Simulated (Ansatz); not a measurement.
Cu₂S₂. The state is a singlet with charge 0. Geometry r2SCAN-D4/def2-SVP.

```tsv
atom	x (Å)	y (Å)	z (Å)
Cu1	-0.3754	0.1703	1.2084
Cu2	0.0792	-0.0238	-1.2741
S3	-0.5969	-1.5884	0.0148
S4	0.8932	1.4419	0.0508
```

The restricted singlet is unstable towards broken spin symmetry in Hartree–Fock (as tested in another run); at HF/STO-3G this wasn't settled. At PBE-D4/def2-TZVP the restricted singlet is unstable: a solution with broken spin symmetry lies lower. The restricted singlet is unstable towards broken spin symmetry at other levels; at PBE-D4/def2-TZVPD, r2SCANh-D4/def2-TZVP, PBE0-D4/def2-SVP this wasn't settled. At PBE0-D4/def2-TZVP a triplet of charge 0 lies 0.09 eV below the restricted singlet, each at its own geometry. The structure comes from a short search, and lower isomers may exist.

Estimate the orbital energies around the gap (eV) in Ansatz with HF/STO-3G, PBE-D4/def2-TZVP, PBE-D4/def2-TZVPD, r2SCANh-D4/def2-TZVP, PBE0-D4/def2-SVP.


```csv
orbital,HF/STO-3G,PBE-D4/def2-TZVP,PBE-D4/def2-TZVPD,r2SCANh-D4/def2-TZVP,PBE0-D4/def2-SVP
HOMO−5,-11.31,-7.47,-7.55,-8.55,-9.23
HOMO−4,-10.69,-7.31,-7.39,-8.13,-8.46
HOMO−3,-10.56,-6.45,-6.54,-7.15,-7.43
HOMO−2,-8.79,-6.45,-6.53,-6.97,-7.13
HOMO−1,-8.17,-6.13,-6.23,-6.81,-7.02
HOMO,-5.33,-5.36,-5.45,-5.99,-6.23
LUMO,1.25,-5.10,-5.19,-4.83,-4.10
LUMO+1,3.46,-3.04,-3.15,-2.42,-1.78
LUMO+2,3.58,-2.02,-2.12,-1.39,-0.71
LUMO+3,8.37,0.63,-0.42,1.27,2.14
LUMO+4,9.41,0.65,-0.14,1.32,2.20
LUMO+5,11.17,1.55,0.12,2.33,2.49
```
